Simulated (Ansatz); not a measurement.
SnH2Me(OMe) (C₂H₈OSn), relaxed as a singlet with RKS PBE0-D4/def2-SVP in Ansatz, starting from the GFN2-xTB geometry. Force threshold 0.02 eV/Å.

In the def2 sets Sn takes a core potential; there is no spin–orbit coupling.

Start:

| atom | x (Å) | y (Å) | z (Å) |
| --- | --- | --- | --- |
| C1 | 0.790 | 2.179 | -0.075 |
| C2 | -1.474 | -1.756 | -0.086 |
| O3 | -0.946 | -0.463 | -0.126 |
| Sn4 | 0.954 | 0.051 | 0.161 |
| H5 | 1.434 | -0.536 | 1.683 |
| H6 | 1.904 | -0.795 | -0.967 |
| H7 | 1.736 | 2.666 | 0.128 |
| H8 | 0.036 | 2.547 | 0.612 |
| H9 | 0.480 | 2.399 | -1.091 |
| H10 | -1.020 | -2.411 | -0.833 |
| H11 | -2.539 | -1.665 | -0.303 |
| H12 | -1.355 | -2.218 | 0.897 |

(1) Estimate the energy that the relaxation releases and the steps that it takes.

(2) Does the start keep its bonding and symmetry?

(3) Predict the relaxed structure.

Results:

(1) 1.6 kcal/mol, in 7 steps; 25 s on 2 threads of Arm Neoverse V1 on a shared host. No frequencies were taken in this run, so the end may be a saddle point.

(2) By distances, no bond broke or formed. The bond that changes most is Sn4–H5, from 1.70 to 1.72 Å (atoms count from 1).

(3) 
Cartesian coordinates in Å:
```
C 0.841 2.187 -0.069
C -1.455 -1.772 -0.083
O -1.047 -0.442 -0.142
Sn 0.862 0.063 0.148
H 1.297 -0.468 1.726
H 1.794 -0.750 -1.048
H 1.833 2.607 0.147
H 0.106 2.613 0.628
H 0.553 2.446 -1.097
H -0.963 -2.418 -0.840
H -2.541 -1.824 -0.276
H -1.281 -2.242 0.907
```
Bond lengths: 1 × C–O 1.39 Å; 1 × C–Sn 2.13 Å; 1 × O–Sn 2.00 Å; 6 × C–H 1.10 to 1.11 Å; 2 × H–Sn 1.72 Å.
